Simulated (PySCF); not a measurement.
Compound: C5H7N2 (doublet state).
Z-matrix (Å and degrees, GFN2-xTB geometry), rows numbered from 1:
```
C 
C   1  1.3016
N   2  1.3448  1  138.89
C   3  1.3875  2  121.27  1   120.32
C   4  1.3295  3  124.32  2    -4.42
N   3  1.3466  2  124.32  1   -67.26
C   6  1.2728  3  122.23  2     1.74
H   1  1.0911  2  123.84  3   -10.05
H   1  1.0785  2  121.08  3   173.20
H   4  1.0797  3  112.31  2   176.12
H   5  1.0734  4  120.83  3  -179.32
H   5  1.0762  4  121.61  3     1.17
H   7  1.0871  6  124.99  3    -1.16
H   7  1.0752  6  116.37  3   179.75
```

The hyperfine couplings belong to this conformer and change with its torsions.

The species is `C=[C]N(C=C)N=C` [radical].

Computed with PySCF, UKS B3LYP, pcH-1 on C H N, non-relativistic, mean-field spin-orbit, GIAO. One conformer (not necessarily the lowest) at the GFN2-xTB geometry, without solvent, vibrations or thermal averaging. The geometry wasn't refined by DFT: couplings that depend on bond lengths, twists or pyramidal angles can differ widely from those at the functional's own minimum. No stability test was run, so a lower SCF solution isn't excluded.

**Question.** Where do the isotropic ENDOR lines of N3, N6, H8, H9, H14, H13, H11, H12 and H10 fall at 349.2 mT, to first order?

**Answer.** For S = 1/2 in fast tumbling each set of equivalent nuclei gives two lines, ν± = |νn ± a/2| to first order, with νn = g_N μN B/h and μN/h = 7.62259 MHz/T.

```tsv
nuclei	isotope	g_N	νn (MHz)	a_iso (MHz)	lower line (MHz)	upper line (MHz)
N3	14N	0.4038	1.07	12.36	5.11	7.26
N6	14N	0.4038	1.07	-3.40	0.62	2.77
H8	1H	5.5857	14.87	132.41	51.34	81.07
H9	1H	5.5857	14.87	67.32	18.79	48.53
H14	1H	5.5857	14.87	-8.75	10.49	19.24
H13	1H	5.5857	14.87	-8.30	10.72	19.02
H11	1H	5.5857	14.87	-5.19	12.27	17.46
H12	1H	5.5857	14.87	-5.07	12.33	17.40
H10	1H	5.5857	14.87	1.58	14.08	15.66
```

**Question.** Which pairs are centred on the nuclear Larmor frequency, and which on half the coupling?

**Answer.** Centred on νn, since |a| < 2νn: H14, H13, H11, H12 and H10. Centred on |a|/2 and split by 2νn: N3, N6, H8 and H9.
